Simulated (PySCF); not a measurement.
**Ni²⁺ (nickel, charge +2) across methods**

[Ar] 3d7 4p1, one real determinant (an excited configuration). Computed with PySCF 2.14 in x2c-TZVPPall with one added diffuse shell each of s, p, d, f type (7s6p5d3f1g, 80 functions), with scalar relativity by spin-free X2C-1e.

```
 method  E (hartree)  mean ε 3d α (eV)  mean ε 3d β (eV)  mean ε 4p α (eV)  Σ⟨r²⟩ (bohr²)   ⟨S²⟩
    PBE    -1518.834           -37.695           -34.853           -18.427          21.18  6.001
   TPSS    -1519.125           -37.615           -35.171           -18.362          21.18  6.001
    LDA    -1516.265           -37.985           -34.834           -18.502          21.10  6.001
    UHF  -1517.79804           -49.522           -45.414           -20.779          21.50  6.003
   PW91    -1519.213           -37.784           -34.995           -18.492          21.15  6.001
 r2SCAN    -1519.070           -38.291           -35.318           -18.567          21.10  6.001
 revPBE    -1518.999           -37.619           -34.798           -18.394          21.19  6.001
wB97X-V    -1518.942           -43.132           -40.236           -21.015          21.25  6.001
```

(1) Estimate the same row for PBE0.

⟨L²⟩ = 13.86 against 20 for a pure G term, so this real determinant mixes terms.

## Answers

(1) E (hartree) = -1518.866; mean ε 3d α (eV) = -40.863; mean ε 3d β (eV) = -37.741; mean ε 4p α (eV) = -19.139; Σ⟨r²⟩ (bohr²) = 21.19; ⟨S²⟩ = 6.001.
